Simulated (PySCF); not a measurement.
Positional isomers: propene boryl. All species are isolated molecules in the gas phase. One relaxed conformer stands for each flexible species; it need not be the lowest. Strings in code marks are SMILES.

Method: B3LYP-D3(BJ)/def2-TZVP // PBE0-D4/def2-TZVP run with PySCF 2.14.0. All candidates: neutral, multiplicity 1. B3LYP has the VWN-RPA correlation part, as in Gaussian. Excitations are Tamm–Dancoff values on a coarser integration grid. The basis has no diffuse functions, so Rydberg states are missing or too high.

```yaml
HOMO–LUMO gap: 5.77 eV
S1 excitation (TDA): 5.40 eV
LUMO: -1.98 eV
```

Which member has these values?
(A) `BC(=C)C`
(B) `BCC=C`
(C) `B/C=C\C`
(D) `B/C=C/C`

D, `B/C=C/C`. The others give `BC(=C)C`: 5.56 eV, 5.26 eV, -2.15 eV; `BCC=C`: 5.47 eV, 4.52 eV, -1.56 eV; `B/C=C\C`: 5.58 eV, 5.12 eV, -2.12 eV
